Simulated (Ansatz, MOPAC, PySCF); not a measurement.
Torsion H3–Si1–Si2–H4 in H4Si2 (SMILES [SiH][SiH3]); at each angle all else is relaxed with GFN2-xTB, and the levels are single points there.
Geometry at 80° (charge 0, multiplicity 1):
```xyz
6

Si     1.5276    -0.8970    -0.1160
Si    -0.5483     0.0402     0.0775
H      2.4343     0.2961    -0.0617
H     -0.9478     0.5684    -1.2402
H     -0.9514     1.1063     1.0099
H     -1.4905    -1.0561     0.3670
```
Energies count from the point at 80°.

Correlated levels freeze the cores. CBS(a, b) extrapolates the correlation energy as X⁻³ and adds the Hartree–Fock energy of set b. Rows in 6-311+G**, STO-3G carry no dispersion term and start afresh at each structure. The state that AM1 reach isn't checked.

Programs: Ansatz (an electronic-structure program); MOPAC for AM1 (differences of heats of formation); PySCF for 6-311+G** rows, STO-3G rows. Each number belongs to the level named beside it.

Energies in kJ/mol.

| dihedral (°) | AM1 | HF/STO-3G | B3LYP/6-311+G** | MP2/cc-pV(T+d)Z | CCSD(T)/cc-pV(T+d)Z | CCSD(T)/CBS(cc-pV(T+d)Z, cc-pV(Q+d)Z) |
|---|---|---|---|---|---|---|
| 0 | 1.0 | 4.5 | [?] | 0.7 | 1.2 | 1.2 |
| 20 | 1.0 | 4.1 | 0.4 | 0.7 | 1.0 | 1.0 |
| 40 | 0.8 | 2.2 | [?] | 0.9 | 1.0 | 1.0 |
| 60 | -0.8 | -2.9 | 0.8 | 0.6 | 0.4 | 0.4 |
| 80 | 0.0 | 0.0 | 0.0 | 0.0 | 0.0 | 0.0 |
| 100 | 0.8 | 3.4 | -0.1 | 0.1 | 0.5 | 0.4 |
| 120 | 1.0 | 4.4 | [?] | 0.7 | 1.1 | 1.1 |

Fill in the missing entries.


- 0, B3LYP/6-311+G**: 0.4
- 120, B3LYP/6-311+G**: 0.3
- 40, B3LYP/6-311+G**: 0.9
